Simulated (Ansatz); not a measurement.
Reaction (substitution at a C–Ge bond): `N[CH2][GeH3]` + `N=CO` → `N=COCN` + GeH₄

Calculated with Ansatz (gas phase, PBE0-D4/def2-TZVP geometries, no zero-point term in ΔE). CCSD(T)/CBS adds triple-zeta CCSD(T) − MP2 to the extrapolated MP2 energy (def2 sets, frozen cores). This one scheme is used for every species. DFT in def2-TZVPP. B3LYP here is the variant with VWN-RPA as its local correlation; programs differ in this. For Ge outer-core shells are correlated without core-valence functions, which leaves a few kJ/mol of doubt a bond. Scalar relativity is left out up to krypton. Each species was taken in one conformer, which may not be the lowest.

```
             level  ΔE (kJ/mol)
            PBE-D4         45.9
               PBE         46.0
             B3LYP         44.1
CCSD(T)/def2-TZVPP         50.4
```

(1) What does CCSD(T)/CBS give? (Best estimate.)

Largest T1 diagnostic among the species: 0.014.

Answers

(1) Computed: +54.0 kJ/mol. The listed levels differ from it by -8.1, -8.0, -9.9, -3.6 kJ/mol.

In def2-TZVPP, CCSD(T) changes the Hartree–Fock value by +8.1 kJ/mol (the triples alone add −1.1 kJ/mol) and MP2 by +13.7 kJ/mol.
